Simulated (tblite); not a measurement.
Run record: tight-binding relaxation, `C=C(F)C[Si@](C)([SiH3])CF`.

Computed with GFN2-xTB geometry optimisation, gas phase (tblite 0.8.0). Start geometry: from a force field or distance geometry. The input is one job of a driver script: a line of settings, then coordinates in Å.

Command:
```bash
OMP_NUM_THREADS=1 python probes_run.py task.json out
```

Input:
```
{"job": {"kind": "relax", "xc": "GFN2-xTB", "basis": "xTB"}, "charge": 0, "multiplicity": 1}
C      2.930400     0.769200     0.757200
C      2.104300     0.225200    -0.157900
F      2.235900     0.594600    -1.464200
C      1.085700    -0.782400     0.244100
Si    -0.640600    -0.265100    -0.134300
C     -0.839400    -0.107800    -1.990800
Si    -1.129800     1.638900     0.913000
C     -1.908400    -1.532900     0.390900
F     -1.451800    -2.331200     1.413000
H      3.674400     1.513400     0.491900
H      2.878100     0.516100     1.814200
H      1.291500    -1.735600    -0.295300
H      1.192600    -1.061400     1.350600
H      0.119000     0.023200    -2.524500
H     -1.234500    -1.091000    -2.343400
H     -1.573900     0.679600    -2.215000
H     -0.127300     1.935300     1.965200
H     -2.436400     1.504700     1.592900
H     -1.177000     2.786600     0.007100
H     -2.858800    -1.039200     0.651000
H     -2.143000    -2.223400    -0.466100
```

Output:
```
step      E/eV     max force
  0    -807.36651    2.358
  1    -807.60308    1.594
  2    -807.69949    0.896
  3    -807.75929    0.569
  4    -807.83047    0.398
  5    -807.85076    0.328
  6    -807.87206    0.263
  7    -807.88756    0.268
  8    -807.90676    0.280
  9    -807.92231    0.296
... (82 lines left out)
 92    -808.03486    0.031
 93    -808.03496    0.029
 94    -808.03507    0.018
 95    -808.03518    0.020
 96    -808.03524    0.019
 97    -808.03529    0.018
 98    -808.03535    0.019
 99    -808.03539    0.016
100    -808.03543    0.010
101    -808.03544    0.007
```

«max force» is the largest atomic force in eV/Å.

**Question.** From which step on does the largest force stay under 0.1 eV/Å, and how much energy is left to gain from there?

**Answer.** From step 52 (0.090 eV/Å), 15.5 meV above the end.

Summary of the converged run: energy lowered by 15.4 kcal/mol over 101 steps; largest atomic force 0.007 eV/Å at the end.

**Question.** Where do the atoms end?

**Answer.** 0.385 Å rms from the input after alignment:
```
atom  x, y, z in Å
C1     2.8459    0.7411    0.8472
C2     2.1274    0.1264   -0.0743
F3     2.2765    0.5009   -1.3750
C4     1.0975   -0.9196    0.1023
Si5   -0.6763   -0.2009   -0.1978
C6    -0.9439   -0.0986   -2.0852
Si7   -1.0264    1.7633    1.0035
C8    -1.8574   -1.6046    0.4182
F9    -1.7888   -1.6887    1.7982
H10    3.5481    1.5124    0.5889
H11    2.7546    0.4720    1.8817
H12    1.2866   -1.7236   -0.6117
H13    1.1742   -1.3305    1.1067
H14   -0.1910    0.5360   -2.5422
H15   -0.8795   -1.0743   -2.5617
H16   -1.9158    0.3219   -2.3277
H17    0.0040    1.9863    2.0208
H18   -2.3255    1.7711    1.6813
H19   -1.0094    2.9246    0.1079
H20   -2.9027   -1.3991    0.1778
H21   -1.6074   -2.5992    0.0407
```

Time: 1.0 s of wall time. Hardware: an Arm Neoverse V1 with one thread (shared host).
Labels such as C1 count atoms from 1, the log's own numbers from 0.
